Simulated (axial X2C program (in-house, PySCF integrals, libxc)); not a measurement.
## CaO⁺: cheaper levels and CCSD(T), 2c

Computed with an in-house relativistic program for diatomic molecules. Two-component (2c) means X2C with spin–orbit coupling and atomic mean-field two-electron Coulomb and Gaunt terms. Basis: Ca dyall-cv3z [11s12p6d4f], O dyall-av3z [7s6p3d2f] (cores contracted in-house); Gaussian nuclei, density fitting, unrestricted open shells. Masses: Ca 39.963 u, O 15.995 u.

State: Ω = 3/2 (⟨Sz⟩ = 0.50, ⟨Lz⟩ = 1.00 at HF); fragments Ca+ + O.

| level | Re (Å) | ωe (cm⁻¹) | De (eV) |
| --- | --- | --- | --- |
| PBE0 | 1.972 | 648.6 | 3.45 |
| HF | 2.015 | 639.1 | 1.41 |
| MP2 | 1.997 | 632.5 | 3.26 |
| CCSD | 2.003 | 632.8 | 3.08 |
| r2SCAN | 1.978 | 642.8 | 3.46 |

Correlated methods: 15 electrons correlated (number of frozen shells: Ca 2 s, 1 p; O 1 s), 251 virtual spin orbitals or spinors in MP2, 90 natural virtuals in coupled cluster.

CCSD(T), same Hamiltonian and basis:

Re = 2.003 Å, ωe = 630.0 cm⁻¹, De = 3.17 eV; T1 = 0.012 (Lee–Taylor normalisation).

Problem. Give the differences from CCSD(T) in the columns below.

Solution. 

| level | ΔRe (Å) | Δωe (cm⁻¹) | ΔDe (eV) |
| --- | --- | --- | --- |
| PBE0 | -0.031 | 19 | 0.28 |
| HF | 0.012 | 9 | -1.76 |
| MP2 | -0.006 | 2 | 0.09 |
| CCSD | 0.000 | 3 | -0.09 |
| r2SCAN | -0.025 | 13 | 0.29 |

De is counted from the lowest determinant-based energies of the atoms at the same level, without counterpoise correction. Density functionals use the spin component along the axis (collinear). Coupled cluster ran in a truncated set of natural virtual spinors; the MP2 energy of the rest was added. (T) has no such correction and the atoms are truncated less, which lowers De at CCSD(T) by a hundredth of an eV or more. The 2c atoms are single determinants rather than J levels; their spin–orbit lowering is only partly caught, and De is too large by that part. This holds for PBE0, r2SCAN. Without a current term, density functionals place determinants with orbital angular momentum somewhat too high. The state is one determinant with fixed occupations, lowest in a PBE0 search at one distance only: followed along the bond, the spin-free determinant M_S = 1/2, Λ = 0 reaches 0.03 eV lower at PBE0, at Re = 1.858 Å, so the state shown is not the lowest.
